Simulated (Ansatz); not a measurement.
Basis-set series for CH₅BN₂ (`NC1BN1`). The species carries charge 0 and has multiplicity 1. All single points use the PBE0-D4/def2-TZVP geometry. It is one conformer, not always the lowest.

```csv
functional,basis,functions,energy (Eh),HOMO (eV),LUMO (eV)
PBE0-D4,def2-SVP,81,-175.10133,-6.63,0.61
PBE0-D4,def2-QZVPP,378,-175.30891,-6.91,0.11
ωB97M-V,def2-SVP,81,-175.22647,-8.99,2.68
ωB97M-V,def2-QZVPP,378,-175.44117,-9.27,1.65
```

(1) Give the rows for def2-TZVPP. (Estimate.)

Answers

(1) Computed: 
| functional | basis | functions | energy (Eh) | HOMO (eV) | LUMO (eV) |
| --- | --- | --- | --- | --- | --- |
| PBE0-D4 | def2-TZVPP | 194 | -175.29825 | -6.86 | 0.24 |
| ωB97M-V | def2-TZVPP | 194 | -175.43126 | -9.23 | 2.04 |

Positive LUMOs are unbound and depend on the basis.
